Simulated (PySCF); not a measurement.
**Checking a proposed structure**

A compound C5H6O2Si gives the data below (simulated from a calculation) and was assigned the structure `C[SiH]1C(=O)C=CC1=O`.

$^{13}$C{$^{1}$H} NMR (computed): δ 208.3 (C, 2C), 153.8 (CH, 2C), 47.3 (CH).

$^{1}$H NMR (300 MHz, computed): δ 7.17 (s, 2H), 3.96 (d, 3H), 2.84 (m, 1H).

Isolated molecule, fast rotation and ring inversion assumed for equivalent nuclei, relativity neglected, one conformer. PBE0/pcSseg-1 with gauge-including orbitals; GFN2-xTB geometry; PySCF 2.14.

δ = σ(ref) − σ, references computed at the same level: TMS for $^{1}$H and $^{13}$C.

(1) Compare with the shifts computed for the proposed structure, pairing carbons in order of shift.

(2) Which isomer fits?

## Answers

(1) Structure with atom numbers: `[CH3:1][SiH:2]1[C:3](=[O:4])[CH:5]=[CH:6][C:7]1=[O:8]`. Each H is labelled by its parent atom.

| atom | computed for proposal | given list | difference |
| --- | --- | --- | --- |
| C3 | 244.8 | 208.3 | +36.5 |
| C7 | 244.8 | 208.3 | +36.5 |
| C5 | 151.9 | 153.8 | -1.9 |
| C6 | 151.9 | 153.8 | -1.9 |
| C1 | -10.1 | 47.3 | -57.4 |

The rms difference is 34.6 ppm and the largest -57.4 ppm at C1 (methyl carbon bonded to Si). The carbon types in order of shift don't match either: C, C, CH, CH, CH3 for the proposal against C, C, CH, CH, CH in the data. The proposal doesn't fit.

(2) SMILES O=C1C=CC(=O)C1[SiH3].

- Carbon types of the structure: 2 × C, 3 × CH, leaving 3 H on heteroatoms.
- δC 208.3: ketone carbonyl carbon; low-lying n→π* states of the double bond to the heteroatom give a large paramagnetic term (-269 ppm).
- δC 153.8: β carbon of a C=C–C=O unit; conjugation with the carbonyl draws π density from the β position.
- δC 47.3: sp3 CH bonded to Si, α to a carbonyl; α to the electron-withdrawing carbonyl group.
- δH 7.17: hydrogen on a β carbon of a C=C–C=O unit; olefinic region.

Other isomers checked: C[SiH2]C#CC(=O)C=O (rms 37.7 ppm).

The data come from this structure; uniqueness wasn't tested.

Shifts are as computed. Against solution values, carbons near 30 ppm lie about +3 ppm off and those near 130 ppm about +5 ppm. Of 1211 compounds with measured shifts, 218 miss one by over three times the rms of a fit or turn the order of signals round; such compounds aren't used in these exercises. Multiplicities follow the n + 1 count of equivalent neighbours, as no J values were calculated; m marks all less simple cases, F and P coupling included.
